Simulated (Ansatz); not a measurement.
CH9NSi4, SMILES [SiH3][SiH2][Si@H]1C=N[SiH2]1.

Coordinates come from a B3LYP-D3(BJ)/def2-SVP optimisation. The structure was generated by enumeration; whether it is a known compound was not checked. Other conformers were not sampled.

Two levels are set side by side: PBE/def2-SVPD (Ansatz, a quantum-chemistry and plane-wave program) and CAM-B3LYP/def2-SVPD (Ansatz). Energy differences of separate SCF runs at the same geometry; the states with an electron removed or added have multiplicity 2 and 2. Differences are taken from unrounded values.

```
quantity                            PBE
---------------------------------  ----
vertical ionisation energy (eV)    8.25
vertical singlet–triplet gap (eV)  2.80
```

### Question
These are the PBE values. What does CAM-B3LYP give? (The exact figures need the calculation; the answer reports its results.)

### Answer

| quantity | CAM-B3LYP | PBE minus CAM-B3LYP |
|---|---|---|
| vertical ionisation energy (eV) | 8.54 | -0.29 |
| vertical singlet–triplet gap (eV) | 2.91 | -0.11 |
